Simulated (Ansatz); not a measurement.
## Worked example: CH7FSi2 → CH6FSi2 + H

Species: CH7FSi2 `F[SiH2]C[SiH3]`, singlet; CH6FSi2 `F[SiH2]C[SiH2]`, doublet; H atom, doublet. 

Shapes, held fixed at every level: PBE0-D4/def2-TZVP. Flexible molecules stand in one conformer, not always the lowest. Programs: Ansatz 0.2.0. Electronic energies: no zero-point or thermal term.

At CCSD(T)/CBS estimate; 1 Eh = 2625.50 kJ/mol:

```
species  energy (Eh)
CH7FSi2  -720.284427
CH6FSi2  -719.627878
      H    -0.500000
```

Problem. Work out ΔE of the reaction at this level.

Solution. 
1. Products less reactants: (-719.627878) + (-0.500000) − [(-720.284427)] = 0.156549 Eh = +411.0 kJ/mol.

Other levels give +383.5 (PBE-D4/def2-TZVPP) to +403.4 kJ/mol (CCSD(T)/def2-TZVPP). No measured value is set beside it here. Open shells run unrestricted unless RO is named. The CBS estimate extrapolates MP2 from def2-TZVPP and def2-QZVPP and adds CCSD(T) − MP2 in the triple-zeta set, cores frozen.
